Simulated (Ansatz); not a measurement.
Program: Ansatz. Geometries: PBE0-D4/def2-TZVP. ΔE: electronic, gas phase. CCSD(T)/CBS adds triple-zeta CCSD(T) − MP2 to the extrapolated MP2 energy (def2 sets, frozen cores). Functionals use def2-TZVPP. One conformer a species, not always the lowest.

Consider the substitution at a C–O bond: `COB(F)O[SiH3]` + `C=COCO` → `C=COCOC` + `OB(F)O[SiH3]`.

`COB(F)O[SiH3]`:

```xyz
12

C    -0.447    2.107    0.531
O    -0.194    0.732    0.314
B     0.222    0.239   -0.875
F     0.417    1.040   -1.923
O     0.449   -1.085   -1.023
Si    0.304   -2.324    0.065
H    -0.277    2.697   -0.371
H     0.209    2.465    1.326
H    -1.484    2.227    0.850
H     1.212   -2.107    1.218
H     0.687   -3.560   -0.655
H    -1.097   -2.430    0.543
```

`C=COCO`:

Z-matrix (Å, degrees):
```
C
O 1 1.375
O 1 1.414 2 108.9
H 1 1.095 2 107.3 3 118.8
H 1 1.100 2 112.8 3 -120.3
H 2 0.962 1 108.7 3 64.6
C 3 1.345 1 116.6 2 179.9
C 7 1.330 3 128.1 1 -2.1
H 7 1.085 3 110.3 1 178.1
H 8 1.081 7 118.6 3 -179.9
H 8 1.081 7 123.9 3 -0.3
```

`C=COCOC`:

Cartesian coordinates in Å:
```
C -0.892 0.971 2.248
C -0.238 1.022 1.098
O -0.776 0.576 -0.065
C 0.107 0.554 -1.159
O 1.104 -0.395 -1.039
C 0.624 -1.722 -1.060
H -1.887 0.549 2.315
H -0.430 1.362 3.142
H 0.768 1.428 1.018
H -0.532 0.363 -2.029
H 0.616 1.519 -1.260
H -0.018 -1.931 -0.200
H 1.495 -2.376 -1.028
H 0.060 -1.919 -1.981
```

`OB(F)O[SiH3]`:

Z-matrix (Å, degrees):
```
Si
O 1 1.655
H 1 1.484 2 110.2
H 1 1.484 2 110.2 3 -121.4
H 1 1.480 2 106.4 3 119.3
B 2 1.348 1 131.9 3 60.8
F 6 1.334 2 118.9 1 180.0
O 6 1.359 2 121.1 1 -0.0
H 8 0.960 6 113.4 2 180.0
```

```json
{"level": "PBE-D4", "ΔE (eV)": "-0.15"}
{"level": "B2PLYP", "ΔE (eV)": "-0.16"}
{"level": "HF/def2-TZVPP", "ΔE (eV)": "-0.15"}
{"level": "MP2/def2-TZVPP", "ΔE (eV)": "-0.18"}
{"level": "CCSD/def2-TZVPP", "ΔE (eV)": "-0.17"}
{"level": "CCSD(T)/def2-TZVPP", "ΔE (eV)": "-0.17"}
{"level": "HF/def2-QZVPP", "ΔE (eV)": "-0.15"}
{"level": "MP2/CBS(def2)", "ΔE (eV)": "-0.17"}
```

(1) What does CCSD(T)/CBS give? (Estimate.)

Largest T1 diagnostic among the species: 0.012.

Results:

(1) The calculation gave: -0.16 eV. The listed levels differ from it by 0.01, 0.00, 0.01, -0.02, -0.01, -0.01, 0.01, -0.01 eV.
